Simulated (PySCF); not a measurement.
C₂H₅O₂, SMILES [OH+]=COC, charge +1. Atoms are numbered in the order given.

```xyz
9

C      0.3963    -1.4717     0.0000
O     -0.6988    -0.4915     0.0000
C     -0.5336     0.7571     0.0000
O      0.5733     1.3902     0.0000
H      0.9899    -1.3448     0.9168
H     -0.1035    -2.4454     0.0000
H      0.9899    -1.3448    -0.9168
H     -1.4421     1.3768     0.0000
H      1.3941     0.8565     0.0000
```
Charge +1, spin multiplicity 1.

The structure is a stationary point at B3LYP-D3(BJ)/def2-SVP. The isomer is the one that the SMILES or the coordinates give; other isomers of the formula were not compared. The values are those of a single conformer.

The numbers are results of PySCF with PBE0/def2-TZVPD, not measurements.

Computed frontier levels, gap, dipole moment and polarisability:
```yaml
highest_occupied_level: -16.42 eV
lowest_empty_level: -7.53 eV
orbital_gap: 8.90 eV
dipole_moment_about_the_centre_of_nuclear_charge: 1.21 D
mean_static_polarisability: 30.4 bohr³ (4.50 Å³)
polarisability_principal_values: 22.8, 30.2, 38.1 bohr³
```
